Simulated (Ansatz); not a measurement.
A geometry relaxed with PBE0-D4/def2-TZVP (Ansatz, a quantum-chemistry and plane-wave program), charge 1, multiplicity 1:

```xyz
4

H     -0.0288     1.2356    -0.1946
Se     0.0035    -0.0049     0.6117
H      1.0823    -0.5924    -0.2137
H     -1.0570    -0.6382    -0.2034
```

Question: Write the SMILES of this molecule.

Answer: `[SeH3+]`
